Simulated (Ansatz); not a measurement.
Species: H$_{6}$FGaSi$_{2}$, SMILES `[F][Ga]([SiH3])[SiH3]` (charge 0, multiplicity 1).

Give a relaxed geometry from r2SCAN-D4/def2-TZVP in Ansatz (a program for electronic structure).

the end point of this relaxation (outside a Z-matrix the atoms follow the SMILES, hydrogens last).
Z-matrix (Å, degrees):
```
Ga
F 1 1.7720
Si 1 2.4112 2 111.73
H 3 1.4854 1 111.42 2 -29.91
H 3 1.4874 4 109.09 1 122.84
H 3 1.4889 4 108.74 5 117.41
Si 1 2.4115 2 110.90 3 179.60
H 7 1.4861 1 110.46 2 -45.68
H 7 1.4869 8 108.89 1 122.78
H 7 1.4880 8 108.65 9 117.67
```
